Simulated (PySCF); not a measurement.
# One molecule, several mistakes: CFH5NSi

All numbers below are calculated, not measured. They come from PySCF 2.14.0, an open-source quantum chemistry program, on an isolated molecule that a program drew, which may never have been made. The molecule is CFH5NSi (charge 0, doublet), drawn as the SMILES string `[CH2]N[SiH2]F`.

Each row is a Hartree-Fock (HF) and frozen-core CCSD(T) single point in the cc-pV(D+d)Z basis, meant for a local HF minimum. Run 1 is clean. Each other run has one planted mistake out of seven kinds, and not every kind appears here: one electron removed, one electron added, multiplicity raised by two, geometry at a saddle point, minimal basis STO-3G, one bond length entered in bohr, all coordinates scaled. The reference is restricted for singlets and unrestricted otherwise, and also for a bond in bohr. Adding or removing an electron swaps singlet and doublet. Electrons count all cores. HOMO and LUMO are orbital energies over both spins, the gradient is its largest component, and the lowest frequency (negative if imaginary) is given only where the gradient is small. Bond lengths are over the 8 bonds as drawn. T1 is the CCSD diagnostic: over 0.02 (restricted) or 0.045 (unrestricted) a single reference is doubtful.

Geometry of the clean run:
```xyz
9
CFH5NSi, angstrom
C    -2.2286    0.4671   -0.9046
N    -1.6064   -0.2702    0.1142
Si   -0.1848   -1.2010   -0.0250
F     1.1590   -0.3088    0.0996
H    -1.7345    0.4933   -1.8667
H    -2.8386    1.3118   -0.6140
H    -2.0182   -0.1517    1.0190
H    -0.1230   -1.8196   -1.3553
H    -0.1476   -2.1586    1.0885
```

```
run  electrons  basis functions  <S^2>  HOMO (eV)  LUMO (eV)  gradient (hartree/bohr)  lowest frequency (cm^-1)  mean bond (Å)  longest bond (Å)      T1  HF (hartree)  CCSD(T) (hartree)                 mistake
  1         41               90  0.760      -8.44       4.05                  2.4e-05                        97         1.3535             1.705  0.0148    -483.65373         -484.28070                no fault
  2         41               90  0.761      -8.51       4.01                  1.1e-02                         -         1.3697             1.725  0.0152    -483.65240         -484.28152  all coordinates scaled
  3         42               90  0.000       1.31       9.54                  5.9e-02                         -         1.3535             1.705  0.0219    -483.54631         -484.21376      one electron added
  4         41               90  3.766      -2.72      -1.52                  1.0e-01                         -         1.3535             1.705  0.0283    -483.37825         -483.97601                       ?
  5         41               29  0.759      -6.11       9.64                  2.8e-02                         -         1.3535             1.705  0.0135    -477.67715         -477.85689                       ?
```

**Which mistake was planted in run 4, and what did it cost?**

Electrons, basis and geometry are unchanged, and <S^2> is 3.766, beside S(S+1) = 3.75 for a multiplicity of 4. So the mistake is: multiplicity raised by two. Subtracting run 1 and multiplying by 627.51 kcal/mol a hartree, the energy moved by 172.9 kcal/mol in HF and 191.2 kcal/mol in CCSD(T).

**Which mistake was planted in run 5, and what did it cost?**

It has 29 basis functions where the clean run has 90, with the same electrons and geometry. So the mistake is: minimal basis STO-3G. Subtracting run 1 and multiplying by 627.51 kcal/mol a hartree, the energy moved by 3750.4 kcal/mol in HF and 4031.0 kcal/mol in CCSD(T).

Cautions from the logs. Run 3: T1 is over the limit, so its CCSD(T) energy is less reliable and the HOMO is above zero, so the electron isn't bound and the energy depends on the basis.
